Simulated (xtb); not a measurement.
C$_{7}$H$_{8}$O, triplet, from a rough starting geometry (a higher spin typed on purpose: for a closed-shell molecule this is an excited state); xtb with GFN2-xTB.

The xtb input:
```
$ xtb mol.xyz --gfn 2 --uhf 2 --opt vtight --json

# file mol.xyz
16

C     -2.65805112     0.13265789    -0.25033004
O     -1.55911754    -0.49299334    -0.72672586
C     -0.32054785    -0.30542857    -0.38911059
C      0.70111960    -0.99648254    -0.90347710
C      1.96015324    -0.82847661    -0.59757137
C      2.29860513     0.08903886     0.36707185
C      1.28949635     0.87400780     1.02301500
C     -0.04474865     0.65367714     0.65655099
H     -3.56459382    -0.24696501    -0.68890687
H     -2.80238571     0.02332130     0.88104325
H     -2.58503681     1.25649583    -0.41111799
H      0.43453635    -1.74102730    -1.62603315
H      2.79036152    -1.36278700    -0.97666977
H      3.33527232     0.30583513     0.67963551
H      1.50333523     1.59277269     1.78057703
H     -0.77605660     1.20061346     1.10806156
```

The log (banner, timings and long lists left out):

```
   ID    Z sym.   atoms
    1    6 C      1, 3-8
    2    8 O      2
    3    1 H      9-16

           -------------------------------------------------
          |                Calculation Setup                |
           -------------------------------------------------

           -------------------------------------------------
          |                 G F N 2 - x T B                 |
           -------------------------------------------------

          ...................................................
          :                      SETUP                      :
          :.................................................:
          :  # basis functions                  40          :
          :  # atomic orbitals                  40          :
          :  # shells                           24          :
          :  # electrons                        42          :
          :  max. iterations                   250          :
          :  Hamiltonian                  GFN2-xTB          :
          :  restarted?                      false          :
          :  GBSA solvation                  false          :
          :  PC potential                    false          :
          :  electronic temp.          300.0000000     K    :
          :  accuracy                    1.0000000          :
          :  -> integral cutoff          0.2500000E+02      :
          :  -> integral neglect         0.1000000E-07      :
          :  -> SCF convergence          0.1000000E-05 Eh   :
          :  -> wf. convergence          0.1000000E-03 e    :
          :  Broyden damping             0.4000000          :
          :  net charge                          0          :
          :  unpaired electrons                  2          :
          ...................................................

 iter      E             dE          RMSdq      gap      omega  full diag
   1    -23.2386111 -0.232386E+02  0.384E+00    0.32       0.0  T
   2    -23.1370719  0.101539E+00  0.439E+00    0.82       1.0  T
   3    -23.2908983 -0.153826E+00  0.240E+00    0.21       1.0  T
   4    -23.2390813  0.518170E-01  0.263E+00    0.33       1.0  T
   5    -23.3068467 -0.677655E-01  0.117E+00    0.25       1.0  T
   6    -23.3136078 -0.676108E-02  0.718E-01    0.13       1.0  T
   7    -23.3160634 -0.245554E-02  0.366E-01    0.09       1.0  T
   8    -23.3176516 -0.158826E-02  0.296E-01    0.05       1.0  T
   9    -23.3182295 -0.577834E-03  0.501E-02    0.06       1.0  T
  10    -23.3182342 -0.476625E-05  0.230E-02    0.07       1.1  T
  11    -23.3182355 -0.125201E-05  0.109E-02    0.06       2.3  T
  12    -23.3182358 -0.275146E-06  0.625E-03    0.06       4.0  T
  13    -23.3182359 -0.162406E-06  0.224E-03    0.06      11.2  T
  14    -23.3182359 -0.220178E-07  0.703E-04    0.06      35.5  T
  15    -23.3182359 -0.205549E-09  0.722E-04    0.06      34.6  T

   *** convergence criteria satisfied after 15 iterations ***

 transition dipole moment (au) for excitation:          21          22
     X       Y       Z
  -1.2109  -0.5766  -0.7808  total (au/Debye):    1.552   3.945
 dE (eV)             :    4.453
 oscillator strength :  0.37160E+00

         :::::::::::::::::::::::::::::::::::::::::::::::::::::
         ::                     SUMMARY                     ::
         :::::::::::::::::::::::::::::::::::::::::::::::::::::
         :: total energy             -22.920525975960 Eh    ::
         :: gradient norm              0.219224241004 Eh/a0 ::
         :: HOMO-LUMO gap              0.064528538801 eV    ::
         ::.................................................::
         :: SCC energy               -23.318223915912 Eh    ::
         :: -> isotropic ES            0.011869821113 Eh    ::
         :: -> anisotropic ES          0.004808491253 Eh    ::
         :: -> anisotropic XC          0.008168148426 Eh    ::
         :: -> dispersion             -0.011673348010 Eh    ::
[...]
 * total energy  :   -22.9605332 Eh     change       -0.9166387E-04 Eh
 * total energy  :   -22.9605466 Eh     change       -0.1334533E-04 Eh
 * total energy  :   -22.9605532 Eh     change       -0.6678581E-05 Eh
 * total energy  :   -22.9605561 Eh     change       -0.2848388E-05 Eh
 * total energy  :   -22.9605584 Eh     change       -0.2342971E-05 Eh
 * total energy  :   -22.9605610 Eh     change       -0.2579913E-05 Eh
 * total energy  :   -22.9605624 Eh     change       -0.1420685E-05 Eh
 * total energy  :   -22.9605633 Eh     change       -0.8427012E-06 Eh
 * total energy  :   -22.9605637 Eh     change       -0.3758549E-06 Eh
 * total energy  :   -22.9605639 Eh     change       -0.2425685E-06 Eh
 * total energy  :   -22.9605641 Eh     change       -0.1774291E-06 Eh
 * total energy  :   -22.9605642 Eh     change       -0.7940855E-07 Eh
   *** GEOMETRY OPTIMIZATION CONVERGED AFTER 16 ITERATIONS ***
         :: total energy             -22.960564158238 Eh    ::
[...]
       ...                                ...                  ...
        40                          0.6486120              17.6496
      -------------------------------------------------------------
                  HL-Gap            0.0205271 Eh            0.5586 eV
             Fermi-level           -0.2990202 Eh           -8.1368 eV

     #   Z          covCN         q      C6AA      α(0)
     1   6 C        3.642     0.036    20.307     6.479
     2   8 O        1.705    -0.229    17.802     5.697
     3   6 C        2.850     0.098    25.811     8.327
     4   6 C        2.899    -0.036    28.902     8.815
     5   6 C        2.901    -0.057    29.419     8.893
     6   6 C        2.905    -0.049    29.226     8.864
     7   6 C        2.899    -0.025    28.623     8.772
     8   6 C        2.899    -0.063    29.568     8.916
     9   1 H        0.925     0.064     2.154     2.295
    10   1 H        0.924     0.051     2.312     2.378
    11   1 H        0.924     0.051     2.312     2.378
    12   1 H        0.926     0.042     2.420     2.433
    13   1 H        0.926     0.029     2.601     2.522
    14   1 H        0.926     0.030     2.585     2.514
    15   1 H        0.925     0.030     2.582     2.513
    16   1 H        0.926     0.028     2.612     2.527

 Mol. C6AA /au·bohr⁶  :       2832.659422
 Mol. C8AA /au·bohr⁸  :      66968.894639
 Mol. α(0) /au        :         84.321387

Wiberg/Mayer (AO) data.
largest (>0.10) Wiberg bond orders for each atom

 ---------------------------------------------------------------------------
     #   Z sym  total        # sym  WBO       # sym  WBO       # sym  WBO
 ---------------------------------------------------------------------------
     1   6 C    3.943 --     2 O    0.990     9 H    0.979    11 H    0.969
                            10 H    0.969
     2   8 O    2.312 --     3 C    1.165     1 C    0.990
     3   6 C    3.624 --     4 C    1.174     2 O    1.165     8 C    1.005
                             5 C    0.142
     4   6 C    3.984 --     5 C    1.677     3 C    1.174    12 H    0.965
     5   6 C    3.926 --     4 C    1.677     6 C    1.052    13 H    0.972
                             3 C    0.142
     6   6 C    3.624 --     7 C    1.252     5 C    1.052    14 H    0.977
                             8 C    0.182
     7   6 C    3.991 --     8 C    1.660     6 C    1.252    15 H    0.967
     8   6 C    3.900 --     7 C    1.660     3 C    1.005    16 H    0.969
                             6 C    0.182
     9   1 H    0.996 --     1 C    0.979
    10   1 H    0.997 --     1 C    0.969
    11   1 H    0.997 --     1 C    0.969
    12   1 H    0.998 --     4 C    0.965
    13   1 H    0.998 --     5 C    0.972
    14   1 H    0.999 --     6 C    0.977
    15   1 H    0.999 --     7 C    0.967
    16   1 H    0.999 --     8 C    0.969
 ---------------------------------------------------------------------------

Topologies differ in total number of bonds
Writing topology from bond orders to xtbtopo.mol

molecular dipole:
                 x           y           z       tot (Debye)
 q only:       -0.619       0.267       0.177
   full:       -0.718       0.382       0.278       2.184
molecular quadrupole (traceless):
                xx          xy          yy          xz          yz          zz
 q only:        4.210      -1.635      -1.943      -0.654       0.412      -2.267
  q+dip:        5.397      -1.791      -2.528      -0.357       2.244      -2.869
   full:        4.469      -1.842      -2.053      -0.759       0.753      -2.416

optimized geometry written to: xtbopt.xyz

           -------------------------------------------------
          | TOTAL ENERGY              -22.960564158238 Eh   |
          | GRADIENT NORM               0.000088797389 Eh/α |
          | HOMO-LUMO GAP               0.558569683395 eV   |
           -------------------------------------------------

normal termination of xtb
```
